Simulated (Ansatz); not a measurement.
Job for Ansatz (an electronic-structure program): R-CCSD(T)/cc-pVDZ on CH6Ge (SMILES [CH3][GeH3]), a point of a torsion scan. The run froze 15 orbitals, filled d shells among them.

Ansatz 0.2 input:
```yaml
crystal:
  periodic: [false, false, false]
  atoms:
    - {symbol: C, position_ang: [-1.03705444, -0.08070248, 0.01413547]}
    - {symbol: Ge, position_ang: [0.91652368, 0.07159796, -0.01547117]}
    - {symbol: H, position_ang: [-1.46140522, 0.53189508, 0.80577300]}
    - {symbol: H, position_ang: [-1.34466308, -1.11078763, 0.17379042]}
    - {symbol: H, position_ang: [-1.45979487, 0.25637356, -0.92952683]}
    - {symbol: H, position_ang: [1.54379897, -0.69042926, 1.10624190]}
    - {symbol: H, position_ang: [1.36034395, 1.49361991, 0.09293381]}
    - {symbol: H, position_ang: [1.48231038, -0.47773401, -1.28500921]}
basis:
  gaussian:
    orbitals: cc-pVDZ
magnetization: {spin_polarized: false}
correlation: {method: ccsd_t, electrons: outside_noble_gas}
scf: {lower_state_search: off}
```

The log:

```
WARN ansatz: RAYON_NUM_THREADS=1 ignored (pool sized by the plan → 1); use --threads N
Functional definition: HF
these checks for a lower state are left out or cut short: stability, starts, cluster_reference, orbital_swaps, neighbouring_geometries, increment
integrals: 0.05 GiB planned
715 factors; integrals over basis functions are off by at most 9.2e-4 eV
mean field: 0.13 GiB planned
mean field evaluation 1: about -57596.6523 eV, gradient 2.0e1 eV
mean field evaluation 2: about -57596.6586 eV, gradient 2.0e1 eV
mean field evaluation 4: about -57597.9214 eV, gradient 2.0e0 eV
mean field evaluation 8: about -57597.9370 eV, gradient 1.8e-4 eV
mean field -57597.93698668 eV, -2116.6851429767 hartree, gradient 6.6e-7 eV, S^2 0.000000; 0 other end points of the search recorded, 0 dependent functions left out
15 core orbitals not correlated
reference -57597.93698668 eV, -2116.6851429767 hartree; 7, 7 occupied and 49, 49 virtual orbitals, 715 factors
second order -6.94111663 eV of doubles, -0.00000000 eV of singles
coupled cluster: 0.13 GiB planned
cycle   1  -7.77037620 eV  change   -8.3e-1 eV  update   6.2e-2
cycle   2  -8.05650030 eV  change   -2.9e-1 eV  update   2.0e-2
cycle   3  -8.07377618 eV  change   -1.7e-2 eV  update   4.7e-3
cycle   4  -8.07351957 eV  change    2.6e-4 eV  update   1.4e-3
cycle   5  -8.07333454 eV  change    1.9e-4 eV  update   3.5e-4
cycle   6  -8.07329585 eV  change    3.9e-5 eV  update   9.7e-5
cycle   7  -8.07330040 eV  change   -4.6e-6 eV  update   2.6e-5
cycle   8  -8.07330113 eV  change   -7.3e-7 eV  update   6.7e-6
perturbative correction -0.18657505 eV, -0.0068565067 hartree
Total energy: -57606.19686286 eV, -2116.9886878275 hartree
Checks for a lower state left out: stability, starts, cluster_reference, orbital_swaps, neighbouring_geometries, increment
```

The calculation finished and met its thresholds.

Cost: very roughly 2.0 core-seconds.
